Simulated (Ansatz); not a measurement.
```yaml
crystal:
  periodic: [false, false, false]
  atoms:
    - {symbol: Pd, position_ang: [-0.963712, -1.486852, 0.346373]}
    - {symbol: Pd, position_ang: [0.833536, 0.092906, -0.360869]}
    - {symbol: H, position_ang: [0.069320, 1.386427, -0.009059]}
basis:
  gaussian: {orbitals: def2-mTZVPP}
total_charge: -1
hamiltonian: {xc: {name: wB97M-V}}
scf: {omitted_lower_state_checks: [starts]}
```

```sh
$ ansatz run in.yaml --threads 4 --pin off --events-out ev --progress --plain --max-ram 3916MiB
```

Shortened log:

```
Functional definition: wB97M-V
776 factors; their error is unknown
199 factors; integrals over basis functions are off by at most 3.8e-5 eV
mean field evaluation 1: about -6969.7387 eV, gradient 3.4e1 eV
mean field evaluation 2: about -6955.7611 eV, gradient 1.0e2 eV
mean field evaluation 4: about -6972.6931 eV, gradient 7.1e0 eV
mean field evaluation 8: about -6972.8405 eV, gradient 2.1e-1 eV
mean field evaluation 16: about -6972.9056 eV, gradient 6.5e-3 eV
mean field -6972.90560054 eV, -256.2495544145 hartree, gradient 5.6e-5 eV, S^2 0.000000; 0 other end points of the search recorded, 0 dependent functions left out
reference -6972.90564376 eV, -256.2495560031 hartree; 19, 19 occupied and 52, 52 virtual orbitals, 776 factors
Total energy: -6972.90564376 eV, -256.2495560031 hartree
Checks for a lower state left out: starts
```

Hardware: 4 threads of Arm Neoverse V2 on a shared host. Wall time 3.2 s.

In the def2 sets Pd takes a core potential; there is no spin–orbit coupling. The highest occupied level of an anion often lies above zero with these methods, and sets without diffuse functions describe the outer electron poorly.
